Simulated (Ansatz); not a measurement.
Input (CCSDT(Q)/aug-cc-pVDZ; Ansatz, a quantum-chemistry and plane-wave program):

Ansatz 0.2 input:
```yaml
crystal:
  periodic: [false, false, false]
  atoms:
    - {symbol: B, position_ang: [-0.63828070, 0.19445736, 0.00069969]}
    - {symbol: N, position_ang: [0.63078365, -0.32099861, -0.00354644]}
    - {symbol: H, position_ang: [-1.61807449, -0.55359993, -0.02141969]}
    - {symbol: H, position_ang: [-0.93312821, 1.40011256, 0.02575142]}
    - {symbol: H, position_ang: [1.32712062, 0.42819083, 0.01699493]}
basis:
  gaussian:
    orbitals: aug-cc-pVDZ
total_charge: -1
magnetization: {spin_polarized: false}
correlation: {method: ccsdt_q, electrons: outside_noble_gas}
```

Output:

```
Functional definition: HF
integrals: 0.08 GiB planned
1210 factors; integrals over basis functions are off by at most 1.5e-7 eV
mean field: 0.17 GiB planned
mean field evaluation 1: about -2199.6713 eV, gradient 1.7e1 eV
mean field evaluation 2: about -2199.6715 eV, gradient 1.7e1 eV
mean field evaluation 4: about -2200.6601 eV, gradient 3.3e0 eV
mean field evaluation 8: about -2200.6975 eV, gradient 7.6e-4 eV
mean field evaluation 16: about -2200.6971 eV, gradient 2.1e-1 eV
mean field -2200.69745830 eV, -80.8741399064 hartree, gradient 8.7e-7 eV, S^2 0.000000; 0 other end points of the search recorded, 0 dependent functions left out
2 core orbitals not correlated
reference -2200.69745830 eV, -80.8741399064 hartree; 6, 6 occupied and 65, 65 virtual orbitals, 1210 factors
second order -8.06284877 eV of doubles, -0.00000000 eV of singles
coupled cluster: 1.02 GiB planned
cycle   1  -8.30560778 eV  change   -2.4e-1 eV  update   9.8e-2
cycle   2  -8.71103081 eV  change   -4.1e-1 eV  update   5.1e-2
cycle   3  -8.99488003 eV  change   -2.8e-1 eV  update   2.4e-2
cycle   4  -8.98716852 eV  change    7.7e-3 eV  update   9.7e-3
cycle   5  -8.97064233 eV  change    1.7e-2 eV  update   5.6e-3
cycle   6  -8.97269055 eV  change   -2.0e-3 eV  update   3.0e-3
cycle   7  -8.97499745 eV  change   -2.3e-3 eV  update   1.2e-3
cycle   8  -8.97553072 eV  change   -5.3e-4 eV  update   6.4e-4
cycle   9  -8.97524107 eV  change    2.9e-4 eV  update   2.7e-4
cycle  10  -8.97530560 eV  change   -6.5e-5 eV  update   1.4e-4
cycle  11  -8.97527018 eV  change    3.5e-5 eV  update   7.9e-5
cycle  12  -8.97520200 eV  change    6.8e-5 eV  update   5.1e-5
cycle  13  -8.97516523 eV  change    3.7e-5 eV  update   2.1e-5
cycle  14  -8.97514282 eV  change    2.2e-5 eV  update   1.4e-5
cycle  15  -8.97513941 eV  change    3.4e-6 eV  update   5.3e-6
cycle  16  -8.97514079 eV  change   -1.4e-6 eV  update   2.5e-6
cycle  17  -8.97514173 eV  change   -9.4e-7 eV  update   1.4e-6
perturbative correction -0.02595569 eV, -0.0009538538 hartree
Total energy: -2209.69855572 eV, -81.2049241351 hartree
```
